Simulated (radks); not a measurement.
Values are calculated unless marked as measured or tabulated.
Effect of the nuclear size on neutral neon, [Ne]. Code: a radial shooting solver on a logarithmic mesh with Libxc functionals. Model: Dirac Kohn-Sham, PBE, spin-unpolarised, spherical densities, finite nucleus; Fermi nuclear charge, rms radius 3.0055 fm. The rms radius is varied about that value; shifts are against it.

| rms radius (fm) | total energy shift (eV) | density at nucleus (e/bohr^3) | 1s1/2 shift (meV) |
|---|---|---|---|
| 2.6118 | -0.000291 | 648.4 | -0.120 |
| 2.7891 | -0.000165 | 648.1 | -0.068 |
| 3.0055 | 0 | 647.8 | 0.000 |
| 3.2129 | 0.000170 | 647.5 | 0.070 |
| 3.3121 | 0.000255 | 647.3 | 0.105 |

Slopes of the eigenvalues against <r^2> in GHz/fm^2, as finite differences over the two radii next to the reference (eigenvalue slopes, not the field-shift constants of lines): 1s1/2 13.1.
